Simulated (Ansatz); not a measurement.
Cu(PH3)(SiH3) (CuSiPH₆). The state is a singlet with charge 0. Geometry B3LYP-D4/def2-SVP, basis def2-TZVP, Ansatz.

Cartesian coordinates in Å:
```
Cu -0.024 0.003 -0.003
P 2.158 0.453 -0.517
H 2.970 -0.566 -1.082
H 3.052 0.856 0.510
H 2.470 1.479 -1.449
Si -2.213 -0.461 0.527
H -3.086 -0.783 -0.657
H -2.936 0.661 1.224
H -2.390 -1.641 1.447
```

| run | HOMO (eV) | LUMO (eV) |
| --- | --- | --- |
| A | -6.13 | -0.95 |
| B | -5.99 | -1.15 |
| C | -5.29 | -1.79 |
| D | -5.45 | -1.75 |
| E | -8.18 | 0.85 |
| F | -5.39 | -1.60 |

B3LYP takes the VWN-RPA correlation.

The runs used B3LYP, B97M-V, PBE, PBE0, r2SCAN, ωB97M-V. Estimate which is which.

A PBE0 (25 % exact exchange); B B3LYP (20 % exact exchange); C PBE (0 % exact exchange); D B97M-V (0 % exact exchange); E ωB97M-V (range-separated); F r2SCAN (0 % exact exchange). Exact exchange lowers occupied and raises empty levels; among semilocal functionals meta-GGAs tend to open the gap a little, and such runs are hard to tell apart. The gap grows from 3.50 eV (PBE) to 9.03 eV (ωB97M-V).
